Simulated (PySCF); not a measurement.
Si(F)2(H)(NCO) (CHF2NOSi), SMILES O=C=N[SiH](F)F.

The structure is a stationary point at B3LYP-D3(BJ)/def2-SVP. Other conformers were not sampled.

These are B3LYP-D3(BJ)/def2-SVP (PySCF) values and carry that method's errors.

Frequencies are harmonic and unscaled.

Q: Estimate the vibrational spectrum. (Estimate from the structure and the level; the computed values follow.)

A: 
| mode | ν (cm⁻¹) | IR (km/mol) | moving atoms (share of kinetic energy) |
|---|---|---|---|
| 1 | 53 | 0.0 | F 39 %, N 31 %, O 28 % |
| 2 | 61 | 0.6 | N 51 %, O 25 %, F 17 % |
| 3 | 281 | 16.7 | F 71 %, N 12 % |
| 4 | 290 | 8.5 | F 42 %, N 39 %, Si 11 % |
| 5 | 389 | 55.0 | F 45 %, Si 33 %, N 13 % |
| 6 | 618 | 35.7 | C 72 %, O 15 %, N 13 % |
| 7 | 622 | 36.3 | C 71 %, O 15 %, N 14 % |
| 8 | 626 | 128.8 | Si 48 %, O 24 %, C 10 % |
| 9 | 839 | 63.0 | H 70 %, F 25 % |
| 10 | 842 | 20.3 | H 85 %, F 15 % |
| 11 | 909 | 355.9 | Si 40 %, F 39 %, H 19 % |
| 12 | 988 | 232.7 | Si 50 %, F 42 % |
| 13 | 1552 | 70.4 | N 58 %, O 38 % |
| 14 | 2361 | 120.0 | H 96 % |
| 15 | 2463 | 1406.2 | C 69 %, N 18 %, O 12 % |
